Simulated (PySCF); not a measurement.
Does the structure fit the spectrum?

A compound C5H14AlN gives the data below (simulated from a calculation) and was assigned the structure `C[N@@H+]([AlH3-])C1CCC1`.

$^{13}$C{$^{1}$H} NMR (computed): δ 43.8 (CH3, 2C), 23.2 (CH3), 22.4 (CH2), 13.8 (CH2).

$^{1}$H NMR (400 MHz, computed): δ 4.74 (br, 1H), 2.88 (s, 6H), 1.41 (m, 2H), 1.03 (t, 3H), 0.22 (m, 2H).

[PySCF: PBE0-D3(BJ)/def2-SVP structure; PBE/pcSseg-1 with gauge-including orbitals; non-relativistic; one conformer; gas phase; one averaged value for each set of equivalent atoms]

Shifts are taken against calculated references (same method and geometry level): $^{1}$H, $^{13}$C against TMS.

(1) Compare with the shifts computed for the proposed structure, pairing carbons in order of shift.

(2) Which isomer fits?

## Answers

(1) Atom-mapped SMILES (the numbers label the heavy atoms): `[CH3:1][N@@H+:2]([AlH3-:3])[CH:4]1[CH2:5][CH2:6][CH2:7]1`; H(Xn) means a hydrogen on atom n.

```
atom  computed for proposal  given list  difference
  C4                   58.2        43.8       +14.4
  C5                   35.0        43.8        -8.8
  C1                   34.7        23.2       +11.5
  C7                   32.7        22.4       +10.3
  C6                   16.0        13.8        +2.2
```

The rms difference is 10.3 ppm and the largest +14.4 ppm at C4 (sp3 CH bonded to N). The proposal also would give 5 carbon signals, not 4. The carbon types in order of shift don't match either: CH, CH2, CH3, CH2, CH2 for the proposal against CH3, CH3, CH3, CH2, CH2 in the data. The proposal doesn't fit.

(2) SMILES [AlH]([CH2]CC)[N](C)C.

δC 43.8: methyl carbon bonded to N; deshielded by the electronegative neighbour. δC 22.4: sp3 CH2; aliphatic region, no heteroatom directly attached. δH 2.88: hydrogen on a methyl carbon bonded to N; its carbon carries N, an electronegative neighbour. δH 1.03: hydrogen on a methyl carbon; far from electronegative atoms and π systems.

The shifts were computed for this structure.

Hydrides on Al or Ga are broadened by the quadrupolar metal nucleus. Shifts are as computed. Against solution values, carbons near 30 ppm lie about +2 ppm off and those near 130 ppm about +2 ppm. Of 1211 compounds with measured shifts, 218 miss one by over three times the rms of a fit or turn the order of signals round; such compounds aren't used in these exercises. No couplings were computed; multiplicities are counted from neighbouring protons, with m where these are inequivalent, close in shift, in a saturated or five-membered ring or joined by F or P, and br s for small geminal =CH2 splittings.
